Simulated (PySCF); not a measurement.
hex-3-yne (C6H10), SMILES CCC#CCC. Heavy atoms are numbered as in [CH3:1][CH2:2][C:3]#[C:4][CH2:5][CH3:6]. Hydrogens are named by the atom that carries them.

The structure is a stationary point at B3LYP-D3(BJ)/def2-SVP.

All values below come from PBE0/pcSseg-1 (PySCF).

GIAO shieldings, no solvent; atoms alike by connectivity are averaged. δ = σ(ref) − σ: ¹³C against TMS (σ = 186.3 ppm); ¹H against TMS (σ = 31.56 ppm), references at their B3LYP-D3(BJ)/def2-TZVP geometries, non-relativistic.

```tsv
atoms	nucleus	count	δ (ppm)
C3	¹³C	2	88.6
C1 (CH3)	¹³C	2	18.9
C2 (CH2)	¹³C	2	[?]
H on C2	¹H	4	[?]
H on C1	¹H	6	1.41
```

Some entries are withheld; supply them. (An estimate is asked for; the answer gives what the named calculation found.)


- H on C2, δ (ppm): 2.44
- C2 (CH2), δ (ppm): 17.7
